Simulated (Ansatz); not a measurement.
Geometry optimisation, Ansatz 0.2.0, DFT PBE, scalar-relativistic, plane waves, PAW.

Input:

```yaml
accuracy: low
crystal:
  lattice:
    - [8.717128, 0.0, 0.0]
    - [0.0, 8.717128, 0.0]
    - [0.0, 0.0, 8.717128]
  atoms:
    - { symbol: C, position: [0.1921485, 0.3694624, 0.8162202] }
    - { symbol: Cl, position: [0.3917125, 0.3988705, 0.8458972] }
    - { symbol: H, position: [0.1518028, 0.4498884, 0.729701] }
    - { symbol: H, position: [0.1738313, 0.2522387, 0.7774287] }
    - { symbol: H, position: [0.131941, 0.388743, 0.9238539] }
    - { symbol: C, position: [0.9142121, 0.1152578, 0.5403636] }
    - { symbol: Cl, position: [1.0313713, 0.0260413, 0.6813795] }
    - { symbol: H, position: [0.882549, 0.2292265, 0.5802422] }
    - { symbol: H, position: [0.9785258, 0.1236544, 0.4337103] }
    - { symbol: H, position: [0.8117756, 0.0460345, 0.5231423] }
    - { symbol: C, position: [0.9701155, 0.407992, 0.1141611] }
    - { symbol: Cl, position: [0.9370964, 0.4914376, 0.2972401] }
    - { symbol: H, position: [1.0760204, 0.3420431, 0.1182361] }
    - { symbol: H, position: [0.874269, 0.3331881, 0.0858854] }
    - { symbol: H, position: [0.979725, 0.4990403, 0.0293109] }
    - { symbol: C, position: [0.6354714, 0.847124, 0.9538405] }
    - { symbol: Cl, position: [0.6449898, 0.8446445, 0.7501874] }
    - { symbol: H, position: [0.7031496, 0.9430039, 0.996366] }
    - { symbol: H, position: [0.5163077, 0.8601846, 0.9886417] }
    - { symbol: H, position: [0.6812874, 0.7396605, 0.9978199] }
    - { symbol: C, position: [0.4108975, 0.1644443, 0.3056122] }
    - { symbol: Cl, position: [0.3606686, 0.0019221, 0.4180175] }
    - { symbol: H, position: [0.3086507, 0.2070048, 0.2480284] }
    - { symbol: H, position: [0.4575498, 0.2526694, 0.3805894] }
    - { symbol: H, position: [0.496411, 0.1304649, 0.2212644] }
    - { symbol: C, position: [0.5726638, 0.5585797, 0.4507418] }
    - { symbol: Cl, position: [0.5305491, 0.5389557, 0.2522158] }
    - { symbol: H, position: [0.4765567, 0.6148263, 0.5071462] }
    - { symbol: H, position: [0.5905323, 0.4451699, 0.499738] }
    - { symbol: H, position: [0.6759881, 0.6274319, 0.4635934] }
    - { symbol: C, position: [0.9584039, 0.8749258, 0.9841307] }
    - { symbol: Cl, position: [1.1172936, 0.9834761, 1.0515269] }
    - { symbol: H, position: [0.8875298, 0.9476808, 0.9115685] }
    - { symbol: H, position: [1.0008028, 0.7775369, 0.9185607] }
    - { symbol: H, position: [0.8922363, 0.8349015, 1.0821185] }
    - { symbol: C, position: [0.7240556, 0.4562727, 0.7450973] }
    - { symbol: Cl, position: [0.7295509, 0.2794661, 0.8464904] }
    - { symbol: H, position: [0.7380498, 0.5499904, 0.8263553] }
    - { symbol: H, position: [0.8168066, 0.4579412, 0.6615739] }
    - { symbol: H, position: [0.614037, 0.4662015, 0.6869679] }
basis:
  ecutwfc: 420.0
kpoints:
  mp_grid: { grid: [1, 1, 1] }
hamiltonian:
  xc: pbe
scf:
  occupations: { method: fermi_dirac, width: 0.02 }
  lower_state_search: "off"
relax:
  f_tol: 0.3
  max_steps: 15
  adjacent_minimum: "off"
output:
  write_density: true
  write_potential: true
  elf: true
  volumetric_format: npy
```

Launched with:

```bash
$ ansatz run input.yaml --threads 1 --pin off --max-ram 3072MiB --backend cpu --events-out ev --progress --plain --runs-dir out
```

Problem. Where does it end, and by what steps?

Solution. It converged. The threshold is loose, so the end isn't yet a minimum. The force dipped under the threshold on the way, but the program's further checks kept it going. Limits of this set-up: coarse k mesh, low accuracy level. After 5 steps the energy has fallen by 1.385 eV; H14 moved furthest, 0.76 Å.

| step | energy less start (eV) | largest force component (eV/Å) | accepted |
| --- | --- | --- | --- |
| 0 | 0.0000 | 0.596 | yes |
| 1 | -0.6147 | 0.196 | yes |
| 2 | -0.9486 | 0.275 | yes |
| 3 | -1.1518 | 0.263 | yes |
| 4 | -1.2772 | 0.301 | yes |
| 5 | -1.3846 | 0.283 | yes |

```xyz
40
Lattice="8.7171 0.0000 0.0000 0.0000 8.7171 0.0000 0.0000 0.0000 8.7171" Properties=species:S:1:pos:R:3
C 1.485 3.196 6.759
Cl 3.116 3.449 7.461
H 1.338 3.923 5.950
H 1.429 2.171 6.383
H 0.744 3.343 7.553
C 7.969 0.681 4.257
Cl 9.079 -0.215 5.333
H 7.861 1.703 4.639
H 8.409 0.692 3.254
H 6.994 0.176 4.258
C 8.575 3.762 1.585
Cl 8.545 4.586 3.177
H 9.432 3.080 1.555
H 7.635 3.212 1.449
H 8.680 4.533 0.814
C 5.037 7.483 8.383
Cl 5.374 7.441 6.623
H 5.529 8.363 8.803
H 3.955 7.541 8.529
H 5.430 6.568 8.844
C 3.866 1.392 2.543
Cl 3.848 -0.162 3.442
H 2.852 1.594 2.159
H 4.176 2.185 3.228
H 4.576 1.308 1.707
C 4.685 5.024 3.749
Cl 4.164 4.819 2.048
H 3.894 5.545 4.298
H 4.857 4.028 4.176
H 5.616 5.608 3.765
C 8.621 7.544 8.765
Cl 10.044 8.518 9.240
H 7.978 8.157 8.131
H 8.977 6.678 8.195
H 8.102 7.223 9.673
C 6.562 4.020 6.764
Cl 6.600 2.361 7.437
H 6.834 4.728 7.555
H 7.273 4.078 5.933
H 5.545 4.220 6.421
```

Whether the end is a true minimum wasn't checked by a vibrational analysis.

Time of the run: 42 s on 1 thread of Intel(R) Xeon(R) Platinum 8259CL CPU @ 2.50GHz (Skylake/Cascade Lake) (shared host), peak memory 0.63 GiB.
